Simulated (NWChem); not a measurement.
System: silicon monosulfide (SiS, singlet); SMILES [Si]=S

Here is an NWChem input.

```
start job
memory heap 200 mb stack 900 mb global 1100 mb
geometry units angstroms noautosym nocenter noautoz
  Si     0.000000     0.000000     1.031651
  S      0.000000     0.000000    -0.898310
end
basis spherical
  * library def2-svp
end
dft
  xc bhlyp
  iterations 150
end
tddft
  cis
  nroots 6
  notriplet
end
task tddft energy
```

Low-valent species are run as closed-shell singlets; no triplet was tried in these runs. Structure relaxed at the PBE0-D3(BJ)/def2-TZVP level.

Vertical excitations in the gas phase.

**Question.** Predict the main results of this run. (BHandHLYP/def2-SVP, TDA.) Quantities: lowest excitation, singlet (eV); oscillator strength of that lowest state; lowest state with f > 0.02, singlet (eV); oscillator strength of that bright state; orbital gap (eV).

**Answer.** 
```
Property                                  Result
----------------------------------------  ------
lowest excitation, singlet (eV)             4.24
oscillator strength of that lowest state   0.000
lowest state with f > 0.02, singlet (eV)    4.71
oscillator strength of that bright state   0.038
orbital gap (eV)                            7.71
```
